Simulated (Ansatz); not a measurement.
The cluster Sn3S3⁺. Charge 1, multiplicity 2. Geometry r2SCAN-D4/def2-SVP, that of the neutral singlet; atoms count from 1.

```xyz
6

Sn   -1.687   -0.370   -0.359
Sn    0.519    2.501    0.066
Sn    1.398   -1.026    0.322
S    -0.213    0.748    1.684
S     0.510    0.687   -1.646
S    -0.526   -2.541   -0.067
```

In the def2 sets Sn takes a core potential; there is no spin–orbit coupling. The structure comes from a short search, and lower isomers may exist.

(1) Estimate the Mulliken populations from the PBE0/def2-TZVP orbitals of Ansatz.

(2) Where does the spin sit?

(3) And the Mayer bond orders between heavy atoms (over 0.3)?

Results:

(1) 
```json
{"atom": "Sn1", "charge (e)": "0.62", "spin (α − β)": "0.12"}
{"atom": "Sn2", "charge (e)": "0.70", "spin (α − β)": "0.04"}
{"atom": "Sn3", "charge (e)": "0.62", "spin (α − β)": "0.12"}
{"atom": "S4", "charge (e)": "-0.33", "spin (α − β)": "0.16"}
{"atom": "S5", "charge (e)": "-0.33", "spin (α − β)": "0.16"}
{"atom": "S6", "charge (e)": "-0.29", "spin (α − β)": "0.40"}
```
Mulliken values depend strongly on the basis.

(2) Summed by element: Sn 0.28, S 0.72, of 1 unpaired in all. Largest on single atoms: S6 0.40, S4 0.16, S5 0.16.

(3) Sn1–S4 0.64 (2.76 Å); Sn1–S5 0.64 (2.76 Å); Sn1–S6 0.94 (2.48 Å); Sn2–S4 0.89 (2.50 Å); Sn2–S5 0.89 (2.49 Å); Sn3–S4 0.64 (2.76 Å); Sn3–S5 0.64 (2.76 Å); Sn3–S6 0.94 (2.48 Å).
